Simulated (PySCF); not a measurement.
**Cost of excited-state runs on `[CH3][AlH][N]1C=C[SiH2]C1`, C$_{4}$H$_{10}$AlNSi**

Geometry:
```tsv
atom	x (Å)	y (Å)	z (Å)
C1	3.195	-0.083	0.124
Al2	1.525	-1.055	-0.329
N3	-0.136	-0.348	-0.142
C4	-1.234	-1.093	-0.477
C5	-2.479	-0.594	-0.347
Si6	-2.384	1.135	0.314
C7	-0.470	0.996	0.355
H8	4.084	-0.693	-0.067
H9	3.233	0.214	1.178
H10	3.312	0.840	-0.456
H11	1.484	-2.492	-0.877
H12	-1.004	-2.092	-0.846
H13	-3.345	-1.175	-0.609
H14	-2.929	1.373	1.659
H15	-2.821	2.222	-0.574
H16	-0.059	1.117	1.360
H17	0.022	1.741	-0.276
```

PySCF with density fitting, on 1 thread of an Arm Neoverse V1, shared host. Command: `OMP_NUM_THREADS=1 python excited_run.py task.json out`

Task: How long does this run take, and how much memory?
- magnetisability and related constants, KT3/pcSseg-1; isotopologues

Result: 
```
                                  run         level  basis functions  wall time  peak memory (GiB)
magnetisability and related constants  KT3/pcSseg-1              183       45 s                0.7
```
Times from a shared host are rough.
